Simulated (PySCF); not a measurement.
**PBE0 on Ar(5+) (argon, charge +5)**

Configuration: [Ne] 3s2 3p1, 2P determinant. All numbers are calculated (PySCF 2.14, the non-relativistic Hamiltonian (point nucleus), in an uncontracted even-tempered set (18 s from 0.09 bohr⁻², ratio 2.5; 13 p from 0.12 bohr⁻², ratio 2.5; 5 d from 1.2 bohr⁻², ratio 2.7; 5 f from 1.8 bohr⁻², ratio 2.7)).

```
Total energy                                                  : -519.3734 hartree
One-electron energy                                           : -674.5000 hartree
Hartree (Coulomb) energy                                      : 183.3719 hartree
Exchange-correlation energy                                   : -28.2453 hartree
Kinetic energy                                                : 518.91680 hartree
⟨S²⟩                                                          : 0.7531
⟨L²⟩                                                          : 2.010
Sum of ⟨r⟩                                                    : 6.979 bohr
Sum of ⟨r²⟩                                                   : 6.778 bohr²
Traceless quadrupole moment −½Σ⟨3z² − r²⟩ along its main axis : -0.734 e·bohr²
Density at the nucleus (Gaussians lack the cusp)              : 3800 bohr⁻³
Spin density at the nucleus                                   : -0.126 bohr⁻³
```

```json
{"shell": "1s α", "electrons": "1", "mean orbital energy (hartree)": "-118.73847", "spread (hartree)": "0", "rms radius, mean of both spins (bohr)": "0.0999"}
{"shell": "1s β", "electrons": "1", "mean orbital energy (hartree)": "-118.72461", "spread (hartree)": "0", "rms radius, mean of both spins (bohr)": "0.0999"}
{"shell": "2s α", "electrons": "1", "mean orbital energy (hartree)": "-14.51118", "spread (hartree)": "0", "rms radius, mean of both spins (bohr)": "0.449"}
{"shell": "2s β", "electrons": "1", "mean orbital energy (hartree)": "-14.49898", "spread (hartree)": "0", "rms radius, mean of both spins (bohr)": "0.449"}
{"shell": "2p α", "electrons": "3", "mean orbital energy (hartree)": "-12.05000", "spread (hartree)": "0.00559", "rms radius, mean of both spins (bohr)": "0.417"}
{"shell": "2p β", "electrons": "3", "mean orbital energy (hartree)": "-12.03028", "spread (hartree)": "0.04383", "rms radius, mean of both spins (bohr)": "0.417"}
{"shell": "3s α", "electrons": "1", "mean orbital energy (hartree)": "-3.71819", "spread (hartree)": "0", "rms radius, mean of both spins (bohr)": "1.31"}
{"shell": "3s β", "electrons": "1", "mean orbital energy (hartree)": "-3.63031", "spread (hartree)": "0", "rms radius, mean of both spins (bohr)": "1.31"}
{"shell": "3p α", "electrons": "1", "mean orbital energy (hartree)": "-3.12806", "spread (hartree)": "0", "rms radius, mean of both spins (bohr)": "1.38"}
```
